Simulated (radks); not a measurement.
Spherical quantum dot in the effective-mass picture: electrons in a parabolic well V = omega^2 r^2 / 2 with omega = 4.98, all in effective atomic units (hartree* = m*/eps^2 hartree, bohr* = eps/m* bohr), one dielectric constant everywhere. Method: non-relativistic Kohn-Sham, LDA (Slater exchange, Perdew-Wang correlation), spin-polarised, spherical densities; computed with a radial shooting solver with Libxc functionals. Levels are named by radial order and angular momentum (1s, 1p, 1d, 2s, ...), and open shells are averaged over m. Each electron was tried in the lowest free levels, single moves between levels near the top were tried too, and the lowest total energy was kept; such a search can miss a lower state. At N = 1 the Hartree and exchange-correlation terms need not cancel, so that row can carry a self-interaction error.

N        open shells  2S  mu = E(N) - E(N-1) (hartree*)  addition energy mu(N+1) - mu(N) (hartree*)  e(HOMO) (hartree*)  rms radius (bohr*)
1   1s(up 1, down 0)   1                         7.5648                                       1.674              8.1945              0.5510
2               none   0                         9.2385                                       5.826              9.8683              0.5668
3   1p(up 1, down 0)   1                         15.065                                       1.103              15.609              0.6323
4   1p(up 2, down 0)   2                         16.168                                       1.128              16.730              0.6670
5   1p(up 3, down 0)   3                         17.296                                       1.458              17.862              0.6905
6   1p(up 3, down 1)   2                         18.754                                       1.055              19.275              0.7096
7   1p(up 3, down 2)   1                         19.809                                       1.075              20.345              0.7251
8               none   0                         20.883                                       5.161              21.423              0.7386
9   1d(up 1, down 0)   1                         26.045                                      0.9322              26.510              0.7639
10  1d(up 2, down 0)   2                         26.977                                      0.9343              27.444              0.7849
11  1d(up 3, down 0)   3                         27.911                                      0.9332              28.378              0.8027
12  1d(up 4, down 0)   4                         28.844                                      0.9304              29.310              0.8184
13  1d(up 5, down 0)   5                         29.775                                       1.192              30.239              0.8324
14  1d(up 5, down 1)   4                         30.967                                      0.8914              31.412              0.8454
15  1d(up 5, down 2)   3                         31.859                                      0.8934              32.305              0.8573
16  1d(up 5, down 3)   2                         32.752                                      0.8926              33.198              0.8683
17  1d(up 5, down 4)   1                         33.644                                      0.8903              34.090              0.8785
18              none   0                         34.535                                       1.190              34.979              0.8882
19  2s(up 1, down 0)   1                         35.725                                       1.004              36.183              0.8976
20              none   0                         36.729                                       4.138              37.184              0.9066
21  1f(up 1, down 0)   1                         40.867                                      0.7985              41.266              0.9193
22  1f(up 2, down 0)   2                         41.665                                      0.7969              42.064              0.9311
23  1f(up 3, down 0)   3                         42.462                                      0.7948              42.860              0.9422
24  1f(up 4, down 0)   4                         43.257                                      0.7924              43.653              0.9527
25  1f(up 5, down 0)   5                         44.049                                      0.7897              44.444              0.9626
26  1f(up 6, down 0)   6                         44.839                                      0.7869              45.233              0.9720
27  1f(up 7, down 0)   7                         45.626                                      0.9948              46.018              0.9810
28  1f(up 7, down 1)   6                         46.621                                      0.7675              47.004              0.9897
29  1f(up 7, down 2)   5                         47.388                                      0.7662              47.771              0.9980
30  1f(up 7, down 3)   4                         48.154                                      0.7645              48.537               1.006
31  1f(up 7, down 4)   3                         48.919                                      0.7625              49.300               1.014
32  1f(up 7, down 5)   2                         49.681                                      0.7602              50.062               1.021
33  1f(up 7, down 6)   1                         50.442                                      0.7578              50.821               1.028
34              none   0                         51.199                                       1.220              51.577               1.035
35  2p(up 1, down 0)   1                         52.420                                      0.7700              52.805               1.042
36  2p(up 2, down 0)   2                         53.190                                      0.7688              53.574               1.049
37  2p(up 3, down 0)   3                         53.958                                      0.8698              54.342               1.056
38  2p(up 3, down 1)   2                         54.828                                           -              55.208               1.062

All shells are closed at N = 2, 8, 18, 20, 34 (there: 1s2 1p6 1d10 2s2 1f14); the second difference of the energy has clear peaks (12 % above both neighbours; the first and last values, which can be the largest, are not judged, and half-filled shells can peak too) at N = 2, 5, 8, 13, 18, 20, 27, 34.
